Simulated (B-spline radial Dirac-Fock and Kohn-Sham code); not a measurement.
# X-ray form factors of tantalum in several charge states

Method: Dirac-Fock orbitals of the configuration average with a finite nucleus. Computed with a radial finite-basis atomic code.

Configurations: Ta¹⁸⁺ [Kr] 4d10 4f9; Ta¹⁹⁺ [Kr] 4d10 4f8; Ta²⁰⁺ [Kr] 4d10 4f7. The first column is f₀ of Ta¹⁸⁺, the others are differences from it.

| s (Å⁻¹) | Ta¹⁸⁺ | Δ Ta¹⁹⁺ | Δ Ta²⁰⁺ |
| --- | --- | --- | --- |
| 0 | 55.000 | -1.000 | -2.000 |
| 0.05 | 54.843 | -0.991 | -1.983 |
| 0.1 | 54.377 | -0.964 | -1.931 |
| 0.15 | 53.615 | -0.921 | -1.848 |
| 0.2 | 52.577 | -0.864 | -1.737 |
| 0.25 | 51.291 | -0.795 | -1.603 |
| 0.3 | 49.790 | -0.718 | -1.452 |
| 0.35 | 48.110 | -0.635 | -1.290 |
| 0.4 | 46.290 | -0.550 | -1.124 |
| 0.45 | 44.369 | -0.466 | -0.957 |
| 0.5 | 42.385 | -0.385 | -0.797 |
| 0.6 | 38.371 | -0.240 | -0.508 |
| 0.7 | 34.492 | -0.126 | -0.277 |
| 0.8 | 30.925 | -0.046 | -0.111 |
| 0.9 | 27.773 | +0.005 | -0.005 |
| 1 | 25.076 | +0.031 | +0.054 |
| 1.1 | 22.826 | +0.041 | +0.079 |
| 1.2 | 20.981 | +0.042 | +0.083 |
| 1.4 | 18.257 | +0.030 | +0.063 |
| 1.6 | 16.391 | +0.019 | +0.042 |
